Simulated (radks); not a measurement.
The neodymium ion Nd9+ is in [Kr] 4d10 5s2 5p3. Method: scalar-relativistic Kohn-Sham, LDA (Slater exchange, Perdew-Wang correlation), spin-polarised, spherical densities, finite nucleus; Fermi nuclear charge, rms radius of each element as measured or else 0.836 A^(1/3) + 0.57 fm; computed with a radial shooting solver on a logarithmic mesh with Libxc functionals. Open shells are filled with parallel spins first. One electron is removed from 4d, 5s, 4p, 5p in turn, with full relaxation. Which removal costs least, and what does each cost?

Answer. 5p 150.92 eV; 5s 172.24 eV; 4d 283.79 eV; 4p 395.72 eV. The 5p electron leaves first.
